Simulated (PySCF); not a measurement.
**Shapes and spin states of Ni(OH)2**

Level of theory: PySCF, PBE0, basis Ni def2-TZVP, O def2-TZVP, H def2-TZVP (no relativity, density fitting).

Relaxations began from a few typed shapes and spin states; open shells are unrestricted. The search is not exhaustive: other isomers or separated fragments can lie lower, and high-lying points may rest on an excited occupation.

Question: Which is the lowest minimum found?
A. triplet C2h: Ni–O 1.732 Å (×2), O–H 0.956 Å (×2); H–O–Ni 127.2° (×2), O–Ni–O 180.0°
B. broken-symmetry Ms = 0 (⟨S²⟩ 0.90) C2h: Ni–O 1.734 Å (×2), O–H 0.960 Å (×2); H–O–Ni 119.7° (×2), O–Ni–O 180.0°
C. singlet (closed shell, unstable to spin polarisation) C2: Ni–O 1.706 Å (×2), O–H 0.964 Å (×2); H–O–Ni 112.6° (×2), O–Ni–O 127.4°
D. singlet (closed shell, unstable to spin polarisation) C2h: Ni–O 1.710 Å (×2), O–H 0.963 Å (×2); H–O–Ni 117.0° (×2), O–Ni–O 180.0°

Answer: A. The others lie at 71.9 (broken-symmetry Ms = 0 C2h), 123.3 (singlet C2), 141.3 (singlet C2h, a saddle point) kJ/mol above it.

For the lowest minimum: open d and f shells are described by one determinant, and the ground state may have another occupation or spin.

The electron or spin density has lower symmetry than the nuclear frame for the broken-symmetry Ms = 0 (⟨S²⟩ 0.90) C2h at 71.9 kJ/mol.
